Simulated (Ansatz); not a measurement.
CH₉BSSi₂ (`BS[SiH2][SiH2]C`) from Hartree–Fock to CCSD(T)

```xyz
14

B     0.665    2.250    1.443
S     0.032    2.293   -0.213
Si    1.020    0.559   -1.065
Si    0.137   -1.376   -0.090
C    -1.726   -1.398   -0.289
H     0.290    3.106    2.183
H     1.433    1.406    1.795
H     0.722    0.614   -2.522
H     2.488    0.700   -0.878
H     0.756   -2.572   -0.730
H     0.513   -1.378    1.351
H    -2.156   -2.277    0.197
H    -2.005   -1.421   -1.344
H    -2.169   -0.507    0.161
```

Charge 0, multiplicity 1. The structure was optimised at the PBE0-D4/def2-TZVP level. It is one conformer, not always the lowest. Frozen core, restricted reference, Ansatz 0.2.0. CBS rows extrapolate triple and quadruple zeta; past MP2 they add the triple-zeta difference.

```tsv
basis	HF (Eh)	MP2 corr.	CCSD corr.	(T)	CCSD(T) total
def2-TZVPP	-1043.29130	-0.70938	-0.78776	?	?
def2-QZVPP	?	-0.76132	–	–	–
CBS(def2)	?	?	-0.87816	as TZ	?
```

(1) Fill in the withheld values. (An estimate is asked.)

Answers

(1) Ansatz gave: def2-TZVPP (T): -0.03268; def2-TZVPP CCSD(T) total: -1044.11174; def2-QZVPP HF (Eh): -1043.32331; CBS(def2) HF (Eh): -1043.32772; CBS(def2) MP2 corr.: -0.79979; CBS(def2) CCSD(T) total: -1044.23856.
